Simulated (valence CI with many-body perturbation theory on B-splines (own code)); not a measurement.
**E1 line list for Rh14+**

Level of theory: valence CI with perturbative core correlation (CI+MBPT): three valence electrons over a frozen Dirac-Fock core [Ar] 3d10, radial functions for each j: 11 s, 11 p, 9 d, 7 f, 5 g, 2 h, 1 i, with the one-electron correlation potential Σ1, the two-electron term Σ2, the three-electron term Σ3, Breit, model QED; selected CI, second order for the rest (own B-spline code, finite nucleus).

No measured spectrum was set against this ion. As an estimate, levels hold to about 250 cm⁻¹ or 0.2 % of their energy and the worst to 1 %, as in measured heavy ions of charge 2 to 7; those with d or f electrons hold less well.

Lines 1 to 50 of 267 in falling wavelength, among levels below 1188000 cm⁻¹, chosen from the strongest by gf and those to the six lowest levels. Wavelengths and rates use the calculated energies, so an error of 1000 cm⁻¹ moves a line at 500.3 Å by 0.5 % and its rate by three times that or more. Electric multipoles are in the length gauge, E1 and E2 with the static RPA response of the core. Weak lines are less certain than strong ones. Lines between different terms over intervals too small for the method are left out, as are lines whose strength nearly cancels. Where a level lies close to another of its J and parity, the split of strength between their lines is uncertain. The highest levels of a list are the least certain.

Names give the largest LS component (configuration and term), which can be under half, so a name can repeat, a term be missing and a line seem to break the LS rules; names also repeat where a configuration has a term twice. Letters in brackets count levels of one name in rising energy.

```tsv
λ vac (Å)	Upper	Lower	A (s⁻¹)	S (a.u.) with core polarisation	S without
500.3	4s4p² ⁴P_1/2	4s²4p ²P°_3/2	5.66e+07	7.00e-03	7.72e-03
451.7	4p³ ²D°_5/2	4s4p² ²P_3/2	2.35e+09	6.43e-01	7.12e-01
446.5	4s4p² ⁴P_3/2	4s²4p ²P°_3/2	7.28e+07	1.28e-02	1.42e-02
427.9	4p²4d ²G_7/2	4s4p4d ²F°_5/2 [b]	1.85e+09	5.72e-01	6.34e-01
420.3	4p²4d ⁴F_9/2	4s4p4d ²F°_7/2 [a]	1.07e+09	3.92e-01	4.36e-01
413.3	4s4p² ⁴P_5/2	4s²4p ²P°_3/2	5.28e+08	1.10e-01	1.22e-01
410.4	4p³ ⁴S°_3/2 [a]	4s4p² ²P_1/2	2.12e+09	2.89e-01	3.20e-01
409.4	4p²4d ²F_5/2 [a]	4s4p4d ²F°_5/2 [a]	1.42e+09	2.89e-01	3.20e-01
407.4	4s4p² ⁴P_1/2	4s²4p ²P°_1/2	5.07e+08	3.38e-02	3.74e-02
389.7	4p²4d ²F_5/2 [b]	4s4p4d ²P°_3/2 [b]	1.26e+09	2.21e-01	2.46e-01
387.2	4p²4d ²G_9/2	4s4p4d ²F°_7/2 [b]	2.93e+09	8.39e-01	9.30e-01
386.1	4p²4d ²F_5/2 [a]	4s4p4d ⁴D°_5/2	1.36e+09	2.32e-01	2.57e-01
386.1	4p²4d ²P_1/2 [b]	4s4p4d ²D°_3/2 [b]	5.23e+09	2.97e-01	3.29e-01
377.6	4p²4d ²F_7/2 [b]	4s4p4d ²D°_5/2 [b]	2.31e+09	4.92e-01	5.49e-01
376.9	4p²4d ²F_5/2 [a]	4s4p4d ²D°_3/2 [a]	2.12e+09	3.36e-01	3.74e-01
372.7	4p²4d ²D_3/2 [a]	4s4p4d ²P°_1/2 [a]	2.18e+09	2.23e-01	2.47e-01
371.0	4s4p² ⁴P_3/2	4s²4p ²P°_1/2	1.13e+07	1.14e-03	1.26e-03
370.9	4p²4d ⁴F_3/2	4s4p4d ⁴D°_1/2	2.76e+09	2.78e-01	3.09e-01
369.8	4p³ ⁴S°_3/2 [b]	4s4p² ²P_1/2	2.22e+09	2.21e-01	2.45e-01
369.7	4p³ ²P°_1/2	4s4p² ²S_1/2	7.93e+09	3.96e-01	4.38e-01
369.5	4p²4d ²F_7/2 [a]	4s4p4d ⁴D°_7/2	1.11e+09	2.21e-01	2.45e-01
367.0	4p²4d ²D_5/2	4s4p4d ²F°_7/2 [b]	2.14e+09	3.14e-01	3.47e-01
364.4	4p²4d ⁴D_7/2	4s4p4d ²F°_7/2 [a]	1.48e+09	2.82e-01	3.14e-01
364.0	4p²4d ⁴D_5/2	4s4p4d ²F°_5/2 [a]	1.66e+09	2.37e-01	2.63e-01
363.0	4p²4d ²F_7/2 [a]	4s4p4d ²D°_5/2 [a]	2.62e+09	4.95e-01	5.51e-01
359.9	4p²4d ⁴D_1/2	4s4p4d ⁴P°_1/2	4.58e+09	2.11e-01	2.34e-01
358.3	4p³ ⁴S°_3/2 [a]	4s4p² ²D_3/2	2.19e+09	1.99e-01	2.20e-01
357.0	4p²4d ²G_9/2	4s4p4d ²F°_7/2 [a]	3.00e+09	6.73e-01	7.49e-01
353.0	4s4p4d ²F°_5/2 [a]	4s²4d ²D_5/2	1.99e+09	2.59e-01	2.87e-01
352.2	4p²4d ²D_5/2	4s4p4d ²P°_3/2 [a]	2.04e+09	2.63e-01	2.94e-01
351.9	4p²4d ⁴F_9/2	4s4p4d ⁴D°_7/2	2.61e+09	5.62e-01	6.25e-01
351.1	4p²4d ⁴F_5/2	4s4p4d ⁴D°_3/2	3.51e+09	4.50e-01	4.99e-01
350.7	4s4p² ²D_3/2	4s²4p ²P°_3/2	6.90e+07	5.88e-03	6.45e-03
347.5	4p²4d ²F_5/2 [b]	4s4p4d ²F°_5/2 [b]	2.52e+09	3.13e-01	3.47e-01
346.7	4p³ ²P°_3/2	4s4p² ²P_3/2	9.38e+09	7.72e-01	8.54e-01
343.7	4p²4d ⁴D_5/2	4s4p4d ⁴P°_3/2	2.31e+09	2.78e-01	3.08e-01
342.9	4p³ ⁴S°_3/2 [b]	4s4p² ²D_5/2	3.56e+09	2.84e-01	3.13e-01
338.7	4p³ ²D°_5/2	4s4p² ²D_5/2	7.66e+09	8.81e-01	9.73e-01
334.1	4s4p² ²D_5/2	4s²4p ²P°_3/2	4.47e+09	4.93e-01	5.45e-01
333.5	4p²4d ²F_7/2 [b]	4s4p4d ²F°_5/2 [b]	1.63e+09	2.39e-01	2.66e-01
331.2	4p²4d ²G_7/2	4s4p4d ⁴D°_5/2	2.75e+09	3.94e-01	4.38e-01
330.5	4p²4d ²F_7/2 [b]	4s4p4d ²F°_7/2 [b]	4.74e+09	6.76e-01	7.49e-01
329.6	4p²4d ⁴D_7/2	4s4p4d ²F°_5/2 [a]	3.03e+09	4.28e-01	4.75e-01
327.7	4p²4d ⁴F_7/2	4s4p4d ⁴F°_9/2	7.24e+09	1.01e+00	1.11e+00
327.0	4p³ ⁴S°_3/2 [b]	4s4p² ²D_3/2	2.65e+09	1.83e-01	2.02e-01
324.3	4p²4d ⁴F_5/2	4s4p4d ⁴F°_7/2	7.80e+09	7.88e-01	8.71e-01
323.2	4p³ ²D°_5/2	4s4p² ²D_3/2	1.97e+09	1.97e-01	2.17e-01
321.6	4p²4d ⁴F_3/2	4s4p4d ⁴F°_5/2	7.43e+09	4.87e-01	5.39e-01
321.3	4p²4d ⁴F_7/2	4s4p4d ⁴P°_5/2	6.74e+09	8.83e-01	9.80e-01
320.2	4s4p4d ²F°_7/2 [a]	4s²4d ²D_5/2	5.68e+09	7.37e-01	8.16e-01
```
